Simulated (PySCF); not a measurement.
BLYP on Br⁻ (bromine, charge -1), [Kr], closed-shell 1S. All numbers are calculated (PySCF 2.14, a scalar-relativistic core potential, in aug-cc-pwCVDZ-PP with ECP10MDF (6s5p4d1f, 48 functions)).

```
cycle= 1 E= -416.88787460933  delta_E= -0.0155  |g|= 0.0731  |ddm|= 1.21
cycle= 2 E= -416.88695243102  delta_E= 0.000922  |g|= 0.0901  |ddm|= 0.18
cycle= 3 E= -416.888515078562  delta_E= -0.00156  |g|= 0.0108  |ddm|= 0.141
cycle= 4 E= -416.88858240756  delta_E= -6.73e-05  |g|= 0.00195  |ddm|= 0.027
cycle= 5 E= -416.888585675511  delta_E= -3.27e-06  |g|= 1.6e-05  |ddm|= 0.00446
cycle= 6 E= -416.888585675677  delta_E= -1.66e-10  |g|= 1.07e-06  |ddm|= 3.75e-05
converged SCF energy = -416.888585675677  <S^2> = -1.7763568e-14  2S+1 = 1
```

Highest occupied orbital energy: 0.249 eV; ⟨L²⟩ = 0.00; populations by l: s 4.00, p 12.00, d 10.00, f 0.00.

Task: Can this result be used?

Result: With care. The run converged. Energies and moments cover only the electrons outside the core potential. At BLYP the highest occupied level has a positive energy, so only the finite basis holds that electron; in a semilocal or global hybrid functional this comes from self-interaction and does not mean that the real anion is unbound.
